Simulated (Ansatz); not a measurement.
Job for Ansatz (a first-principles code): R-CCSD(T)/cc-pV(T+d)Z on CH5AlS (SMILES [CH3][AlH][SH]), a point of a torsion scan. Files ending in .json are basis or fitting sets from the Basis Set Exchange.

Ansatz 0.2 input:
```yaml
crystal:
  periodic: [false, false, false]
  atoms:
    - {symbol: C, position_ang: [-1.39623921, -0.17636799, 0.07539436]}
    - {symbol: Al, position_ang: [0.38718627, 0.65658157, -0.12632668]}
    - {symbol: S, position_ang: [1.50192181, 1.58771851, 1.52273505]}
    - {symbol: H, position_ang: [-2.21150563, 0.47770030, -0.25338878]}
    - {symbol: H, position_ang: [-1.49527954, -1.10249562, -0.50061392]}
    - {symbol: H, position_ang: [-1.59886604, -0.42408783, 1.12546578]}
    - {symbol: H, position_ang: [1.17408676, 0.72555039, -1.45072290]}
    - {symbol: H, position_ang: [2.45996360, 1.95617007, 0.67250374]}
basis:
  gaussian:
    orbitals: cc-pV_T+d_Z.json
magnetization: {spin_polarized: false}
correlation: {method: ccsd_t, electrons: outside_noble_gas}
scf: {lower_state_search: off}
```

The log:

```
WARN ansatz: RAYON_NUM_THREADS=2 ignored (pool sized by the plan → 2); use --threads N
Functional definition: HF
these checks for a lower state are left out or cut short: stability, starts, cluster_reference, orbital_swaps, neighbouring_geometries, increment
integrals: 0.57 GiB planned
1007 factors; integrals over basis functions are off by at most 1.1e-3 eV
mean field: 0.53 GiB planned
mean field evaluation 1: about -18510.1418 eV, gradient 2.8e1 eV
mean field evaluation 2: about -18510.2453 eV, gradient 2.8e1 eV
mean field evaluation 4: about -18512.4622 eV, gradient 2.5e0 eV
mean field evaluation 8: about -18512.5002 eV, gradient 1.7e-1 eV
mean field -18512.50031424 eV, -680.3218383248 hartree, gradient 3.1e-6 eV, S^2 0.000000; 0 other end points of the search recorded, 0 dependent functions left out
11 core orbitals not correlated
reference -18512.50031424 eV, -680.3218383248 hartree; 9, 9 occupied and 158, 158 virtual orbitals, 1007 factors
second order -11.96647911 eV of doubles, -0.00000000 eV of singles
coupled cluster: 1.47 GiB planned
cycle   1  -12.79262382 eV  change   -8.3e-1 eV  update   7.3e-2
cycle   2  -13.13537499 eV  change   -3.4e-1 eV  update   2.3e-2
cycle   3  -13.17355657 eV  change   -3.8e-2 eV  update   8.3e-3
cycle   4  -13.17070919 eV  change    2.8e-3 eV  update   2.5e-3
cycle   5  -13.17002335 eV  change    6.9e-4 eV  update   1.0e-3
cycle   6  -13.16979830 eV  change    2.3e-4 eV  update   3.3e-4
cycle   7  -13.16979708 eV  change    1.2e-6 eV  update   1.1e-4
cycle   8  -13.16982612 eV  change   -2.9e-5 eV  update   3.9e-5
cycle   9  -13.16982159 eV  change    4.5e-6 eV  update   1.2e-5
perturbative correction -0.52165981 eV, -0.0191706446 hartree
Total energy: -18526.19179564 eV, -680.8249909859 hartree
Checks for a lower state left out: stability, starts, cluster_reference, orbital_swaps, neighbouring_geometries, increment
```

Self-consistency was reached.

Cost: about 30 core-seconds (a rough figure).
